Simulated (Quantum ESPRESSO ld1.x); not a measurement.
Coherent X-ray form factor from a spherical all-electron density. Calculated with ld1.x of Quantum ESPRESSO 7.5: scalar-relativistic Kohn-Sham, LDA (Slater exchange, Perdew-Wang correlation), spin-polarised, spherical densities, point nucleus.

| sin(theta)/lambda (1/angstrom) | f0 (electrons) |
|---|---|
| 0.05 | 27.965 |
| 0.1 | 27.861 |
| 0.15 | 27.688 |
| 0.2 | 27.449 |
| 0.25 | 27.146 |
| 0.3 | 26.782 |
| 0.4 | 25.886 |
| 0.5 | 24.794 |
| 0.6 | 23.548 |
| 0.8 | 20.760 |
| 1 | 17.853 |
| 1.25 | 14.461 |
| 1.5 | 11.632 |
| 2 | 7.918 |

The species is in the configuration that NIST lists as its ground one. Which atom or ion scatters so?

Answer. The iodine ion I25+, [Ar] 3d10. Extrapolating in s^2 from the first two rows gives f0(0) = 28.0, near the electron count 28; among species with that count, the fall with angle is slower the higher Z, and the table is that of Z = 53; from so few rows the species is fixed only to a neighbour or two.
